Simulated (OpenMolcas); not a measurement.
Mo I.

- Program: OpenMolcas 26.06
- Basis: ANO-RCC-VTZP [7s6p4d2f1g]
- Scalar Hamiltonian: DKH2, point nucleus
- Active space: 6 electrons in 6 orbitals (4d 5s)
- State averaging: 2S+1 = 7 even, 1 root; 2S+1 = 5 even, 23 roots; 2S+1 = 3 even, 30 roots; 2S+1 = 1 even, 1 root (0 in the spin-orbit step)
- Spin-orbit coupling: state interaction with AMFI integrals over the reference wave functions, term energies averaged over their components

Two sets of levels on these reference wave functions, in cm⁻¹ above 4d⁵ 5s ⁷S₃: one from CASSCF and one from MS-CASPT2, IPEA 0.25 Eh, imaginary shift 0.1 Eh (closed shells correlated: 4s 4p).

| Level | Set 1 | Set 2 |
| --- | --- | --- |
| 4d⁵ 5s ⁷S₃ | 0.0 | 0.0 |
| 4d⁵ 5s ⁵S₂ | 16530 | 11040 |
| 4d⁴ 5s² ⁵D₀ | 20340 | 10340 |
| 4d⁴ 5s² ⁵D₁ | 20430 | 10480 |
| 4d⁴ 5s² ⁵D₂ | 20610 | 10750 |
| 4d⁴ 5s² ⁵D₃ | 20890 | 11150 |
| 4d⁴ 5s² ⁵D₄ | 21290 | 11680 |
| 4d⁵ 5s ⁵G₄ | 22870 | 18880 |
| 4d⁵ 5s ⁵G₅ | 22870 | 18880 |
| 4d⁵ 5s ⁵G₃ | 22870 | 18880 |
| 4d⁵ 5s ⁵G₆ | 22870 | 18880 |
| 4d⁵ 5s ⁵G₂ | 22870 | 18880 |
| 4d⁵ 5s ⁵P₃ | 26010 | 20530 |
| 4d⁵ 5s ⁵P₂ | 26030 | 20580 |
| 4d⁵ 5s ⁵P₁ | 26070 | 20750 |

**Question.** Which set is which?

**Answer.** Set 2 is MS-CASPT2. Its levels of the other terms of 4d⁵ 5s lie at 0.67 to 0.83 of the other set's values, as expected, since terms of lower spin or lower L gain more correlation energy than the Hund ground term. Against 3 measured levels (NIST Handbook of Basic Atomic Spectroscopic Data) the mean absolute deviation is 1000 cm-1 with it and 7100 cm-1 without; single levels miss by up to 2200 cm-1 with it.

CASPT2 breaks the degeneracy within a term, and the mean is taken; among the terms shown or strongly mixed into the levels shown the widest spread is 550 cm-1 (4d⁵ 5s ⁵G, MS-CASPT2). Some high roots are left out of the spin-orbit mixing, which shifts the levels that they would mix with. Configurations are named by rounded mean occupations; where the s occupation lies near a half they are strongly mixed, a name can repeat and a true partner stay unpaired. A single d shell beside an s shell can misplace configurations of different d count against each other. Without dynamic correlation excited terms often stand tens of per cent too high (terms of higher spin than the ground term too low), and those without a measured partner can miss by more than the paired ones (holds for CASSCF). The CASPT2 spread within a term exceeds the gap to the next term for 4d⁵ 5s ⁵S and 4d⁴ 5s² ⁵D, so the order of their levels is uncertain, and so are names and mixing where such terms share a J (holds for MS-CASPT2). Computed and measured levels are paired by configuration, term and J; levels that our copy of the source lacks, or whose pairing is in doubt (as where it misses far off the trend of its configuration), stay unpaired and out of the deviations. Levels of configurations outside the active space are missing. The table leaves out levels that lie high or whose names do not pair safely across all columns.
